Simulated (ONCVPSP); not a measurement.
**u(r) = r·R(r): atom against pseudo-atom (S)**

Columns: radius, all-electron u(r) and pseudo u(r) of the 3s shell (level -17.28 eV) of sulfur in the configuration [Ne] 3s2 3p4; LDA (Perdew-Wang 92), scalar-relativistic, ONCV scheme, ONCVPSP 4.0.1.

```
r (bohr)  all-electron  pseudo
   0.078        0.1776  0.0216
   0.155       -0.0983  0.0458
   0.232       -0.3232  0.0750
   0.310       -0.4106  0.1112
   0.388       -0.3788  0.1545
   0.465       -0.2718  0.2048
   0.542       -0.1250  0.2628
   0.620        0.0381  0.3285
   0.698        0.1986  0.3993
   0.775        0.3442  0.4712
   0.852        0.4716  0.5420
   0.930        0.5801  0.6101
   1.008        0.6673  0.6727
   1.085        0.7338  0.7276
   1.162        0.7822  0.7736
   1.240        0.8151  0.8088
   1.318        0.8337  0.8308
   1.395        0.8403  0.8394
   1.472        0.8369  0.8368
   1.550        0.8254  0.8254
   1.628        0.8074  0.8074
   1.705        0.7846  0.7845
   1.782        0.7579  0.7579
   1.860        0.7282  0.7282
   1.938        0.6965  0.6965
   2.015        0.6641  0.6641
```

(1) How many radial nodes do the two functions have?

(2) At about which radius was the pseudo-wave matched?

(3) Where does each function peak?

(4) Is the pseudo-wave norm-conserving?

## Answers

(1) The all-electron 3s function has n − l − 1 = 2; the pseudo-wave has 0, since the states of the same l below it are removed with the core.

(2) 1.55 bohr. The columns agree to 0.0005 from 1.47 bohr on; several derivatives are matched, so the curves merge somewhat inside the radius.

(3) Outermost all-electron maximum near 1.40 bohr, pseudo maximum near 1.40 bohr (to the table’s step).

(4) Yes: the ONCV scheme keeps the norm inside the radius equal to the all-electron one, which fixes the energy derivative of the logarithmic derivative at the level.
